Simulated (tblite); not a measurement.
Start geometry of `[CH2+][CH]C(=O)CCF` [radical] from a force field or distance geometry (Å):
```
atom  x, y, z in Å
C1     1.9348    0.3014   -0.4758
C2     1.4096   -0.7741    0.3630
C3     0.1106   -0.5483    1.0168
O4    -0.2150   -1.1488    2.0408
C5    -0.9073    0.3991    0.4861
C6    -1.4696   -0.0460   -0.8483
F7    -2.4007    0.8814   -1.2797
H8     2.9990    0.3086   -0.7522
H9     1.3438    1.1271   -0.8443
H10    2.1796   -1.1620    1.0552
H11   -1.8191    0.3770    1.1557
H12   -0.5421    1.4147    0.5205
H13   -0.6743   -0.0730   -1.6204
H14   -1.9499   -1.0575   -0.8396
```

Q: What comes out of this run: GFN2-xTB geometry optimisation, gas phase (tblite 0.8.0)?

A: 
```
atom  x, y, z in Å
C1     1.871    0.685   -0.380
C2     1.568   -0.235    0.512
C3     0.219   -0.760    0.848
O4    -0.005   -1.827    1.302
C5    -0.945    0.230    0.548
C6    -1.626   -0.167   -0.744
F7    -0.849    0.135   -1.815
H8     2.911    0.907   -0.593
H9     1.173    1.242   -0.991
H10    2.327   -0.773    1.076
H11   -1.649    0.129    1.377
H12   -0.552    1.246    0.493
H13   -1.887   -1.232   -0.811
H14   -2.556    0.420   -0.844
```

The energy falls by 1.406 eV over 114 L-BFGS steps, the largest force on an atom goes from 5.75 to 0.009 eV/Å, and the atoms move by 0.903 Å rms after alignment. The bond that changes most is C1–C2 (ends: carbon bonded to C and 2 H; carbon bonded to 2 C and H), which shortens by 0.144 Å. Bonds longer at the end by more than 0.005 Å: 3 of 13; shorter: 8. Among the angles that change most is C1–C2–H10, from 111.5° to 122.4°. Among the dihedrals that turn most is H11–C5–C6–H13, from 180° to -67°. Rotational constants go from 3834, 1703, 1270 to 3274, 2364, 1592 MHz. The orientation of the end geometry is arbitrary; only internal coordinates are fixed.

Its GFN2-xTB frequencies are all real (lowest 18 cm⁻¹). 3 starts were optimised and ended at 0.00, 3.04 and 4.12 kcal/mol (GFN2-xTB); the lowest of these is shown.

One conformer stands for the species.

The numbers are calculated, not measured.
